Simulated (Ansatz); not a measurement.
Ansatz (a first-principles code) input:
A basis named .json is the Basis Set Exchange file of that set.

Ansatz 0.2 input:
```yaml
crystal:
  periodic: [false, false, false]
  atoms:
    - {symbol: V, position_ang: [0.29388572, -0.06698477, 0.35608021]}
    - {symbol: O, position_ang: [1.67436778, -0.66736525, -0.12726639]}
    - {symbol: O, position_ang: [-0.34353962, -0.97865716, 1.47962538]}
    - {symbol: Cl, position_ang: [-1.02388217, 0.86522524, -1.11815981]}
basis:
  gaussian:
    orbitals: def2-QZVPP.json
    fitting: {mean_field: def2-universal-jkfit, correlation: def2-QZVPP-RIFIT.json}
magnetization: {spin_polarized: false}
correlation: {method: mp2, electrons: outside_noble_gas}
```

**Question.** Which total energy does the run end on?

**Answer.** -1553.27346 Eh (RI-MP2/def2-QZVPP). The basis has 277 functions. The run takes around 40 core-seconds (rough).
